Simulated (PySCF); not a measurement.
**Telling isomers of C$_{5}$H$_{3}$F$_{3}$O apart by NMR**

Fast rotation and ring inversion assumed for equivalent nuclei, in vacuum, no relativistic terms, one conformer. GIAO PBE0/pcSseg-1 shieldings; structure optimised with GFN2-xTB; PySCF.

Chemical shifts δ = σref − σ; ¹H and ¹³C against TMS, all at this level. Splittings of carbon signals by F and P are missing where no couplings were computed. Where no couplings were computed, multiplicities follow the n + 1 count of equivalent neighbours, and m marks all less simple cases (inequivalent or close neighbours, rings, F or P nearby). Shifts are as computed. Against solution values, carbons near 30 ppm lie about +3 ppm off and those near 130 ppm about +5 ppm (rms about the fit 2.1 ppm; single classes can miss by 10 ppm). Of 1328 compounds with measured shifts, 309 miss one by over three times the rms of a fit or turn the order of signals round; such compounds aren't used in these exercises. Signals without a measured value on file couldn't be tested in this way; 1H shifts scatter by 0.2 ppm about their fit, and single ones miss by 0.5 ppm.

(1) Tabulate the signals of `O=CC#CCC(F)(F)F`, `O=C(C1C=C1)C(F)(F)F` and their relative energies.

(2) What is the quickest way to tell O=CC#CCC(F)(F)F from O=C(C1C=C1)C(F)(F)F?

## Answers

(1) 
```tsv
SMILES	carbon types	δC	δH	E rel. (kcal/mol)
O=CC#CCC(F)(F)F	3×C 1×CH 1×CH2	180.0, 133.4, 93.6, 90.5, 29.8	9.49 (s, 1H), 3.29 (m, 2H)	0.0
O=C(C1C=C1)C(F)(F)F	2×C 3×CH	201.7, 126.3, 108.4, 21.5	6.59 (m, 2H), 2.71 (m, 1H)	15.1
```

Energies are electronic energies at PBE0/pcSseg-1 on these geometries, without zero-point or thermal terms, each for the one conformer computed, which needn't be the lowest.

(2) Count the carbon signals: 5 against 4. The first has an aldehyde carbonyl carbon (CH) at 180.0 ppm, the second a ketone carbonyl carbon (C) at 201.7 ppm. In the proton spectra the most deshielded non-exchanging signals are 9.49 (s, 1H) and 6.59 (m, 2H).
